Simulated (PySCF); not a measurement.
C3H9Te (charge +1).
Bonds: C1–Te2, Te2–C3, Te2–C4. Hydrogens: H5, H6, H7 on C1; H8, H9, H10 on C3; H11, H12, H13 on C4.

Computed by this run: PySCF, PBE0-D3(BJ)/def2-SVP geometry optimisation, gas phase, def2 core potentials past Kr; density fitting, grid level 1; the optimiser is geomeTRIC in internal coordinates, started from a GFN2-xTB structure with every atom displaced at random (about 0.01 Å).

Geometry at step 0:
```
atom  x, y, z in Å
C1     -0.4416    1.7266    0.3084
Te2    -0.2307   -0.1803    1.1965
C3      1.7001   -0.5364    0.3769
C4     -1.2470   -1.2324   -0.3343
H5     -0.1998    1.6924   -0.7608
H6      0.1806    2.4601    0.8218
H7     -1.4884    2.0600    0.4211
H8      1.7331   -0.2993   -0.6837
H9      1.9743   -1.5730    0.5685
H10     2.4317    0.0950    0.9190
H11    -0.9255   -0.9231   -1.2987
H12    -1.1113   -2.2996   -0.1825
H13    -2.3695   -1.0068   -0.2411
```

Q: Give the atomic forces at this geometry.

A: 
| atom | Fx (eV/Å) | Fy (eV/Å) | Fz (eV/Å) |
| --- | --- | --- | --- |
| C1 | -0.688 | 0.437 | -0.172 |
| Te2 | 0.274 | -0.005 | -0.320 |
| C3 | 0.581 | 0.357 | 0.741 |
| C4 | -2.418 | 0.160 | 1.140 |
| H5 | 0.133 | -0.158 | -0.011 |
| H6 | 0.333 | 0.041 | 0.196 |
| H7 | 0.089 | -0.186 | 0.034 |
| H8 | -0.198 | 0.040 | -0.365 |
| H9 | -0.047 | -0.381 | -0.042 |
| H10 | -0.277 | -0.065 | -0.110 |
| H11 | 0.630 | 0.424 | -1.143 |
| H12 | 0.166 | -0.403 | 0.071 |
| H13 | 1.421 | -0.260 | -0.018 |

The largest, 2.68 eV/Å, acts on C4; the rms over all components is 0.597 eV/Å. The forces sum to zero within rounding, as they must for an isolated molecule in no field.

Q: Give the force on C4 in Eh/bohr and in nN.

A: 2.678 eV/Å ÷ 51.422 = 0.05208 Eh/bohr, and 2.678 eV/Å × 1.602 = 4.29 nN.

Q: How far is this geometry from the end of the optimisation?

A: 0.114 eV above it, and 0.039 Å rms away after alignment. The bonds farthest from their final lengths, with half the difference of the two atoms' forces along the bond (positive lengthens):

| bond | now (Å) | final (Å) | force along bond (eV/Å) |
| --- | --- | --- | --- |
| C4–H13 | 1.149 | 1.098 | -1.96 |
| C4–H11 | 1.063 | 1.098 | +1.54 |
| C1–Te2 | 2.114 | 2.130 | +0.22 |
| Te2–C4 | 2.117 | 2.130 | +0.08 |
| C4–H12 | 1.086 | 1.098 | +0.36 |
| C3–H8 | 1.087 | 1.098 | +0.49 |

The angle farthest from its final value is H6–C1–H7, 106.8° against 109.9°.

Of the 6 listed bonds off by 0.010 Å or more, this force points towards the final length in 6.

The cost below is that of the whole optimisation. The run took 41 s wall on one thread, AMD EPYC 7R43 (x86_64), shared host with 256 logical CPUs at a one-minute load of 126, and the process peaked at 0.48 GiB of memory.
